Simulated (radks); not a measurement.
Values are calculated unless marked as measured or tabulated.
Fractional charge and spin in the 2p shell of aluminium: the spin-up occupation runs from 2 to 3 and the spin-down occupation from 2 to 3; the fullest corner is Al2+, [He] 2s2 3s(up 0.5, down 0.5) 2p(up 3, down 3). Code: a radial shooting solver on a logarithmic mesh with Libxc functionals. Model: scalar-relativistic Kohn-Sham, r2SCAN, spin-polarised, spherical densities, finite nucleus; meta-GGA in the generalised Kohn-Sham scheme; Fermi nuclear charge, rms radius of each element as measured or else 0.836 A^(1/3) + 0.57 fm. Energy (eV) minus the two flat planes that join the four corners (they meet along the diagonal where the two added fractions sum to one electron); zero is where a piecewise linear energy would lie.

| down \ up | 2 | 2.5 | 3 |
|---|---|---|---|
| 2 | 0.000 | -4.187 | 0.000 |
| 2.5 | -4.187 | 1.050 | -3.769 |
| 3 | 0.000 | -3.769 | 0.000 |

Corners above the fullest one (they belong to Al3+ and the next ion): (up 3, down 2) 106.94 eV, (up 2, down 3) 106.94 eV, (up 2, down 2) 249.91 eV. With half an added electron in each spin the energy lies 1.050 eV from the planes, and with half an added electron in spin up alone -4.187 eV. The planes are only a guide here: the flat-plane condition holds for ground states with one frontier orbital, while this shell lies below other occupied shells, so the corners above the fullest one are inner-hole states and not the ground states of those ions.
